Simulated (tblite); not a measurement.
All values are computed: GFN2-xTB (tblite) harmonic vibrations without scaling, gas phase. The method is semi-empirical: single wavenumbers can be off by several per cent or more. Modes of hydrogen on phosphorus and silicon can be 10 to 20 % off. One conformer each. Thermal functions are those of the rigid rotor and harmonic oscillator, without mixing of conformers.

Task: Order these by their zero-point energy, highest first (kJ/mol).
A. `COC1=C[SiH2][C@H]1CCCl`
B. `CC(C)(C)c1ccsn1`
C. `C#Cc1ccnn1C1CC1`
D. `CS[Si@@H](C)[C@H]([SiH3])[SiH2]P`
E. `C#Cc1cnncc1CC`

Result: B (432.3), D (416.9), A (400.4), C (365.1), E (362.1).

| SMILES | atoms | mass (u) | symmetry number | modes under 300 cm⁻¹ | ZPE (kJ/mol) | S translation (J/(mol K)) | S rotation | S vibration | S | Cp |
| --- | --- | --- | --- | --- | --- | --- | --- | --- | --- | --- |
| CC(C)(C)c1ccsn1 | 20 | 141.06 | 1 | 6 | 432.3 | 170.6 | 122.6 | 110.6 | 403.8 | 162.1 |
| CS[Si@@H](C)[C@H]([SiH3])[SiH2]P | 23 | 197.99 | 1 | 15 | 416.9 | 174.8 | 131.8 | 249.2 | 555.9 | 245.8 |
| COC1=C[SiH2][C@H]1CCCl | 20 | 162.03 | 1 | 9 | 400.4 | 172.3 | 129.1 | 138.4 | 439.8 | 177.0 |
| C#Cc1ccnn1C1CC1 | 18 | 132.07 | 1 | 5 | 365.1 | 169.8 | 123.0 | 102.8 | 395.6 | 151.1 |
| C#Cc1cnncc1CC | 18 | 132.07 | 1 | 7 | 362.1 | 169.8 | 123.1 | 111.4 | 404.3 | 156.4 |

Entropies and Cp are for 298.15 K and 1 bar.
